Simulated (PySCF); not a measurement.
Computed IR spectrum (relative IR intensity) of a molecule C6H6O. The structure is a stationary point at B3LYP-D3(BJ)/def2-SVP. One conformer was computed; it need not be the lowest. All values below come from B3LYP-D3(BJ)/def2-SVP in PySCF 2.14.0. Harmonic, unscaled wavenumbers; measured fundamentals usually lie a few per cent lower.

```csv
ν (cm⁻¹),relative intensity
220,9.5
391,3.2
534,3.2
568,6.0
776,29
830,4.4
886,33
972,49
1060,26
1172,69
1193,24
1276,19
1310,4.9
1398,5.3
1488,4.3
1648,100
2062,6.5
3045,22
3085,20
3095,12
3161,3.9
3269,2.1
```

Task: Which molecule gave these data?
(A) C=C=C1C=COC1
(B) C#CC(=C=C)OC
(C) C#C[C@@H]1CCC1=O
(D) C#CCOCC#C

Result: A, C=C=C1C=COC1
